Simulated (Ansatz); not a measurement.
Species: dichloro-bis(sulfanyl)silane, sum formula SiH₂S₂Cl₂, charge 0, multiplicity 1. SMILES: S[Si](S)(Cl)Cl
Structure (B3LYP-D3(BJ)/def2-TZVP (Ansatz, a quantum-chemistry and plane-wave program) minimum search):
```
Si
Cl 1 2.0503
Cl 1 2.0561 2 107.41
S 1 2.1199 2 105.31 3 -120.88
H 4 1.3459 1 93.50 2 179.38
S 1 2.1232 2 113.05 3 120.65
H 6 1.3457 1 94.50 2 -78.77
```
Charge 0, spin multiplicity 1.

Atomisation energy built up term by term with Ansatz (kcal/mol; UHF references for open shells; valence terms freeze the core; atomic spin-orbit terms are left out). CBS marks a two-point X^-3 extrapolation of the correlation energy; Hartree-Fock from the larger set (for Q and 5 zeta extrapolated as (X+1)exp(-9√X)).

```tsv
term	basis	kcal/mol
Hartree-Fock	CBS(cc-pV(Q+d)Z,cc-pV(5+d)Z)	369.80
CCSD correlation	CBS(cc-pV(Q+d)Z,cc-pV(5+d)Z)	142.83
(T)	CBS(cc-pV(Q+d)Z,cc-pV(5+d)Z)	14.56
core correlation	cc-pwCVTZ	0.92
scalar relativity (X2C)	cc-pVTZ-DK against cc-pVTZ	-1.85
sum: De		526.3
```

(T) makes 2.8 % of the CCSD(T) atomisation energy; under 5 % is typical of single-reference molecules.
